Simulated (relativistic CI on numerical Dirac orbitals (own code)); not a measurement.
## Cu3+ in a cubic cluster: L2,3 absorption with charge transfer

Computed with a charge-transfer multiplet model of a cubic metal-ligand cluster with up to 2 ligand holes, Slater and spin-orbit integrals from Dirac-Coulomb-Breit ions, Slater integrals scaled by 0.7. The ground state mixes d8 with configurations of k ligand holes L, whose averages lie at kΔ + k(k − 1)U_dd/2; a core hole lowers each added d electron by U_cd. 300 K, Lorentzian 0.4 eV and Gaussian 0.3 eV FWHM.

Atomic integrals in eV (Slater integrals scaled, ζ unscaled), ground: F2dd 9.683, F4dd 6.042, zeta_d 0.110; with the core hole: F2dd 9.683, F4dd 6.042, zeta_d 0.138, zeta_core 13.377, F2cd 6.178, G1cd 4.735, G3cd 2.694.

Cluster parameters (eV): Δ = -0.7, U_dd = 7.2, 10Dq = 1.3, 10Dq(ligand) = 1.4, V(eg) = 2.4, V(t2g) = -1.06, final-state hopping factor = 1.

Weights, n_d and S are thermal averages at 300 K. Photon energies count from the first peak over 30 % of the highest in each spectrum, which can be another peak from case to case. The parameters are a model scan and need not match a compound or its usual spin state. Peaks in eV (height, largest 100): 0.0 (100), 1.0 (20), 20.2 (27), 20.7 (26).

Question: Which parameters give this spectrum?
A. U_cd = 6.2 eV
B. U_cd = 9.8 eV
C. U_cd = 7.4 eV
D. U_cd = 8 eV
E. U_cd = 6.8 eV

Answer: A. U_cd = 6.2 eV; the ground state then has 8.62 d electrons and S = 1.00. The choice follows from running the model for each set and comparing peak positions and heights.
